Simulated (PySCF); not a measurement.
Structure elucidation problem

The spectra below were simulated for a compound C$_{11}$H$_{10}$.

$^{1}$H NMR (400 MHz, computed): δ 7.91 (d, 1H), 7.60 (m, 1H), 7.55 (m, 1H), 7.50 (m, 1H), 5.47 (br s, 1H), 5.15 (br s, 1H), 3.03 (s, 1H), 2.48 (s, 3H).

$^{13}$C{$^{1}$H} NMR (computed): δ 158.4, 155.4, 140.8, 134.7, 134.3, 132.4, 123.8, 121.7, 92.6, 88.4, 26.2.

How the numbers were obtained: GIAO PBE0/pcSseg-1 shieldings, GFN2-xTB geometry, in PySCF 2.14 (relativity neglected, fast rotation and ring inversion assumed for equivalent nuclei, one computed conformer, in vacuum).

Shifts are taken against calculated references (same method and geometry level): $^{1}$H and $^{13}$C vs TMS.

Task: Deduce the structure.

Result: 
1. Rings plus π bonds: 7 (1 ring in the answer).
2. 11 carbon signals for 11 carbons: no two carbons are equivalent.
3. Carbon types of the structure: 4 × C, 5 × CH, 1 × CH2, 1 × CH3, which accounts for all hydrogens.
4. δC 158.4: fully substituted alkene carbon; an sp2 carbon of a C=C bond.
5. δC 155.4, 123.8: substituted aromatic carbon.
6. δC 140.8, 134.7, 134.3, 132.4: aromatic CH.
7. δC 121.7: terminal =CH2 carbon; an sp2 carbon of a C=C bond.
8. δC 92.6: terminal alkyne carbon; the triple bond shields along its axis, which puts it between sp3 and sp2 carbons.
9. δC 88.4: alkyne carbon; sp carbons lie upfield of alkene carbons because the cylindrical π system leaves one tensor component strongly shielded.
10. δH 5.47, 5.15: hydrogen on a terminal =CH2 carbon; olefinic region.

The compound is `InChI=1S/C11H10/c1-4-10-7-5-6-8-11(10)9(2)3/h1,5-8H,2H2,3H3`.

The shifts were computed for this structure.

Shifts are as computed. Against solution values, carbons near 30 ppm lie about +3 ppm off and those near 130 ppm about +5 ppm. Of 1211 compounds with measured shifts, 218 miss one by over three times the rms of a fit or turn the order of signals round; such compounds aren't used in these exercises. Multiplicities follow the n + 1 count of equivalent neighbours, as no J values were calculated; m marks all less simple cases, F and P coupling included.
